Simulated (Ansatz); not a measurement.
Computed with Ansatz on PBE0-D4/def2-TZVP structures; ΔE is electronic, products minus reactants. CCSD(T)/CBS adds triple-zeta CCSD(T) − MP2 to the extrapolated MP2 energy (def2 sets, frozen cores). This one scheme is used for every species. DFT in def2-TZVPP. B3LYP here is the variant with VWN-RPA as its local correlation; programs differ in this. One conformer a species, not always the lowest.

Reaction (hydrogenolysis of a C–C bond): `CCCC(=O)OCC` + H₂ → `CCOC(=O)CC` + CH₄

```
             level  ΔE (kJ/mol)  difference from CCSD(T)/CBS
            PBE-D4        -66.9                         -0.1
          B3LYP-D4        -71.4                         -4.6
           ωB97X-V        -68.3                         -1.5
               PBE        -73.2                         -6.4
SCS-MP2/def2-TZVPP        -68.2                         -1.4
   CCSD/def2-TZVPP        -71.6                         -4.8
CCSD(T)/def2-TZVPP        -67.6                         -0.8
     HF/def2-QZVPP        -88.6                        -21.8
SCS-MP2/def2-QZVPP        -67.8                         -1.0
      HF/CBS(def2)        -88.6                        -21.8
       CCSD(T)/CBS        -66.8                            0
```

Largest T1 diagnostic among the species: 0.013.

In def2-TZVPP, CCSD(T) changes the Hartree–Fock value by +21.1 kJ/mol (the triples alone add +4.0 kJ/mol) and MP2 by +24.4 kJ/mol. The D4 term adds +9.8 kJ/mol with B3LYP and +5.6 kJ/mol with PBE0; it sums over pairs of atoms, weighted by their polarisabilities, and B3LYP, whose exchange is more repulsive, gets the larger term.

CCSD(T)/CBS has its own doubt, a few kJ/mol and more with outer-core shells, so smaller differences from it don't rank the levels.
